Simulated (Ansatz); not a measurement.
**CCSD(T) forces**

AlBH4Te (SMILES B[Te][AlH2]), singlet, displaced at random from a GFN2-xTB minimum.

```xyz
7
angstrom
B -1.2440 -0.6548 -0.5526
Te -0.2899 0.8317 -1.6001
Al 1.2101 0.7137 0.4177
H -2.2517 -1.0775 -1.0266
H -0.8296 -0.9795 0.5969
H 2.4975 -0.1231 0.4585
H 0.7894 1.2895 1.7111
```

Ansatz 0.2.0; basis: def2-TZVPP; cores frozen in the correlated methods. Filled d shells of the heavier atoms are correlated. Core potentials replace the inner electrons of the atoms past krypton. The def2 sets are not built for correlating such inner shells, so the correlated values are less sure here.

CCSD(T) forces from the calculation:
```json
{"atom": "B1", "Fx": "-0.141", "Fy": "-0.547", "Fz (eV/Å)": "1.592"}
{"atom": "Te2", "Fx": "0.355", "Fy": "0.891", "Fz (eV/Å)": "-1.066"}
{"atom": "Al3", "Fx": "0.136", "Fy": "-0.692", "Fz (eV/Å)": "-0.735"}
{"atom": "H4", "Fx": "0.132", "Fy": "-0.267", "Fz (eV/Å)": "0.203"}
{"atom": "H5", "Fx": "-0.437", "Fy": "0.114", "Fz (eV/Å)": "-1.118"}
{"atom": "H6", "Fx": "0.568", "Fy": "-0.338", "Fz (eV/Å)": "-0.242"}
{"atom": "H7", "Fx": "-0.613", "Fy": "0.839", "Fz (eV/Å)": "1.364"}
```

Root-mean-square difference of the force components from those of CCSD(T): PBE0-D4 0.048; wB97M-V 0.066; r2SCAN-D4 0.032; PBE-D4 0.103; HSE06-D4 0.048; r2SCAN0-D4 0.050 eV/Å.

T1 diagnostic: at most 0.016.

For scale, one of the runs: CCSD(T)/def2-TZVPP forces, 179 basis functions (an equivalent command: `ansatz run in.yaml --threads 4`). Time: 2.8 min of wall clock on 4 CPU threads; the host was shared. Peak host memory: 3.4 GiB.
